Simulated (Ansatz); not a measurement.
```yaml
crystal:
  periodic: [false, false, false]
  atoms:
    - {symbol: O, position_ang: [1.083962, 1.622554, -0.336570]}
    - {symbol: B, position_ang: [1.518503, 0.371556, -0.220833]}
    - {symbol: S, position_ang: [0.494575, -1.049036, -0.831456]}
    - {symbol: S, position_ang: [-1.238622, -0.054898, -1.458055]}
    - {symbol: Ga, position_ang: [-1.453078, -0.773090, 0.710938]}
    - {symbol: H, position_ang: [0.193410, 1.645075, -0.742897]}
    - {symbol: H, position_ang: [2.578512, 0.098294, 0.250065]}
    - {symbol: H, position_ang: [-2.117292, -2.168051, 0.869617]}
    - {symbol: H, position_ang: [-1.059970, 0.307596, 1.759181]}
basis:
  gaussian: {orbitals: def2-TZVPP, nuclear_model: gaussian, point_charges: [{charge: 0.50, position_ang: [7.131, 0.598, 0.680]}]}
magnetization: {spin_polarized: true, initial_magnetization: 6}
hamiltonian: {xc: {name: HSE06}, dispersion: d3bjatm}
accuracy: high
```

```sh
$ ansatz run in.yaml --threads 4 --pin off --events-out ev --progress --plain --max-ram 10444MiB
```

Output, abridged:

```
Functional definition: HSE06
4285 factors; integrals over basis functions are off by at most 1.6e-8 eV
124 factors; integrals over basis functions are off by at most 2.0e-9 eV
mean field evaluation 1: about -76797.9813 eV, gradient 4.8e1 eV
mean field evaluation 2: about -76639.9989 eV, gradient 1.6e2 eV
mean field evaluation 4: about -76804.9556 eV, gradient 2.8e1 eV
mean field evaluation 8: about -76809.0943 eV, gradient 8.5e-1 eV
mean field evaluation 16: about -76809.2962 eV, gradient 2.6e-1 eV
mean field evaluation 32: about -76809.2971 eV, gradient 1.1e-4 eV
mean field -76809.29713663 eV, -2822.6896065597 hartree, gradient 6.4e-8 eV, S^2 12.019592; 9 other end points of the search recorded, 0 dependent functions left out
reference -76809.29714106 eV, -2822.6896067224 hartree; 43, 37 occupied and 207, 213 virtual orbitals, 4285 factors
Total energy: -76809.50778243 eV, -2822.6973476498 hartree
```

(1) Something in this input is off. What?

Answers

(1) The spin is set far too high for this molecule. The calculation finished and met its thresholds. The result belongs to that input, not to the molecule as meant.

HSE06 is defined as in plane-wave codes.
